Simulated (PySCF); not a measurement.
C₄H₁₁NSi.

```xyz
17

C      2.1829    -0.5673    -0.0573
N      0.9545    -0.7773     0.6889
C     -0.2448    -0.2195     0.1018
Si    -0.3950     1.6581    -0.0736
C     -0.8993    -1.1009    -0.9484
C     -1.5127    -0.9966     0.4143
H      2.4673     0.4958    -0.2089
H      3.0176    -1.0688     0.4571
H      2.0880    -1.0219    -1.0568
H      1.0563    -0.4620     1.6524
H      0.6234     2.2272    -1.0055
H     -1.7516     2.0086    -0.5909
H     -0.2023     2.3029     1.2620
H     -0.3637    -2.0229    -1.1891
H     -1.4069    -0.6295    -1.7950
H     -1.3824    -1.8456     1.0900
H     -2.4538    -0.4512     0.5304
```
Charge 0, spin multiplicity 1.

Geometry optimised at B3LYP-D3(BJ)/def2-SVP. The structure was generated by enumeration, and PubChem lists no compound with its InChIKey, so it may never have been made. Other conformers were not sampled.

Calculation: PBE/pcSseg-1 in PySCF. Non-relativistic, no solvent.

Computed absolute GIAO shielding of each atom: isotropic value and principal components (ppm):
```json
[
 {"atom": "C1", "σ(iso)": "142.9", "σ11": "120.2", "σ22": "129.1", "σ33": "179.5", "span": "59.3"},
 {"atom": "N2", "σ(iso)": "196.4", "σ11": "162.6", "σ22": "177.1", "σ33": "249.5", "span": "86.8"},
 {"atom": "C3", "σ(iso)": "152.7", "σ11": "116.7", "σ22": "125.0", "σ33": "216.5", "span": "99.8"},
 {"atom": "Si4", "σ(iso)": "406.3", "σ11": "361.3", "σ22": "396.3", "σ33": "461.2", "span": "99.8"},
 {"atom": "C5", "σ(iso)": "165.4", "σ11": "127.9", "σ22": "169.3", "σ33": "199.1", "span": "71.2"},
 {"atom": "C6", "σ(iso)": "161.1", "σ11": "122.4", "σ22": "167.6", "σ33": "193.5", "span": "71.1"},
 {"atom": "H7", "σ(iso)": "28.4", "σ11": "23.5", "σ22": "27.1", "σ33": "34.6", "span": "11.1"},
 {"atom": "H8", "σ(iso)": "28.7", "σ11": "24.3", "σ22": "26.0", "σ33": "35.7", "span": "11.4"},
 {"atom": "H9", "σ(iso)": "28.9", "σ11": "24.6", "σ22": "27.7", "σ33": "34.4", "span": "9.8"},
 {"atom": "H10", "σ(iso)": "30.8", "σ11": "21.5", "σ22": "30.9", "σ33": "40.0", "span": "18.6"},
 {"atom": "H11", "σ(iso)": "26.6", "σ11": "22.8", "σ22": "25.3", "σ33": "31.6", "span": "8.8"},
 {"atom": "H12", "σ(iso)": "27.8", "σ11": "24.0", "σ22": "26.1", "σ33": "33.4", "span": "9.4"},
 {"atom": "H13", "σ(iso)": "27.2", "σ11": "24.1", "σ22": "24.9", "σ33": "32.7", "span": "8.6"},
 {"atom": "H14", "σ(iso)": "30.6", "σ11": "26.1", "σ22": "27.4", "σ33": "38.3", "span": "12.2"},
 {"atom": "H15", "σ(iso)": "30.8", "σ11": "25.0", "σ22": "27.8", "σ33": "39.5", "span": "14.5"},
 {"atom": "H16", "σ(iso)": "30.6", "σ11": "25.2", "σ22": "28.2", "σ33": "38.4", "span": "13.3"},
 {"atom": "H17", "σ(iso)": "30.6", "σ11": "24.7", "σ22": "27.6", "σ33": "39.3", "span": "14.6"}
]
```
